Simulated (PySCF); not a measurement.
PySCF input file for 1-silylprop-2-en-1-one (C3H6OSi), SMILES C=CC(=O)[SiH3], ωB97X-D3(BJ)/def2-SVP. 

```python
import numpy as np
from pyscf import gto, scf, dft
import os
os.environ['JAX_PLATFORMS'] = 'cpu'
from ase import Atoms, units
from ase.calculators.calculator import Calculator, all_changes
from sella import Sella

mol = gto.M(
    atom='''
    C    -2.45761988    0.03858296   -0.17501965
    C    -1.22799564   -0.40308625   -0.41081422
    C    -0.03917766    0.23004934    0.19977215
    O    -0.13592223    1.16267503    0.97548692
    Si    1.71721239   -0.42823608   -0.23520441
    H    -2.60973506    0.88038917    0.48218091
    H    -3.33386649   -0.40796080   -0.61464867
    H    -1.03769386   -1.24261223   -1.06441204
    H     1.58494795   -1.54181320   -1.17715766
    H     2.45642497    0.67929841   -0.83317943
    H     2.33508608   -0.86667284    1.01255342
    ''',
    basis='def2-SVP',
    charge=0,
    spin=0,
    max_memory=1600,
    verbose=3,
)
mf = dft.RKS(mol, xc='wb97x-d3bj').density_fit(auxbasis='def2-universal-jkfit')
mf.grids.level = 3
mf.conv_tol = 1e-9
mf.max_cycle = 100
mf.kernel()
grad = mf.nuc_grad_method()
grad.grid_response = mol.nao <= 150
scan = grad.as_scanner()
scan.verbose = scan.base.verbose = 0
class SCF(Calculator):
    implemented_properties = ['energy', 'forces']
    def calculate(self, atoms=None, properties=None, system_changes=all_changes):
        super().calculate(atoms, properties, system_changes)
        e, g = scan(mol.set_geom_(self.atoms.positions, unit='Angstrom', inplace=False))
        assert scan.converged
        self.results = {'energy': float(e) * units.Hartree, 'forces': -np.asarray(g) * units.Hartree / units.Bohr}
atoms = Atoms(mol.elements, mol.atom_coords(unit='Angstrom'), calculator=SCF())
conv = Sella(atoms, order=0, internal=True, allow_fragments=True).run(fmax=0.002, steps=150)
mol_eq = mol.set_geom_(atoms.positions, unit='Angstrom', inplace=False)
print(mol_eq.tostring(format='xyz'))
mf.reset(mol_eq)
mf.verbose = 3
mf.kernel()
```

Log of the run:

```
converged SCF energy = -482.454212382245
     Step          Energy         fmax         cmax       rtrust          rho
Sella   0   -13128.247812       0.6411       0.0000       0.1000       1.0000
Sella   1   -13128.300843       0.6411       0.0000       0.1000       1.1426
Sella   2   -13128.304423       0.3161       0.0000       0.1000       0.5373
Sella   3   -13128.307511       0.3057       0.0000       0.1000       0.4725
Sella   4   -13128.309557       0.2489       0.0000       0.1000       1.1280
Sella   5   -13128.309856       0.0488       0.0000       0.1000       1.5062
Sella   6   -13128.310055       0.0285       0.0000       0.1000       1.1514
Sella   7   -13128.310085       0.0165       0.0000       0.1000       1.4948
Sella   8   -13128.310106       0.0130       0.0000       0.1000       1.1689
Sella   9   -13128.310108       0.0053       0.0000       0.1000       1.2345
11
XYZ from PySCF
C          -2.48668168        0.04793029       -0.15521881
C          -1.26523747       -0.41299225       -0.44324110
C          -0.05051526        0.21537704        0.16823683
O          -0.13565019        1.15516715        0.93769632
Si          1.72991959       -0.42653630       -0.22624488
H          -2.59424958        0.89227538        0.53414771
H          -3.39050753       -0.39177295       -0.58709044
H          -1.11596113       -1.25530290       -1.12769363
H           1.70571980       -1.57690611       -1.17756510
H           2.49872899        0.70119062       -0.82019394
H           2.35609503       -0.84781644        1.05672436
converged SCF energy = -482.456501708016
```

The run converged.

Cost: roughly 2.3 core-minutes.
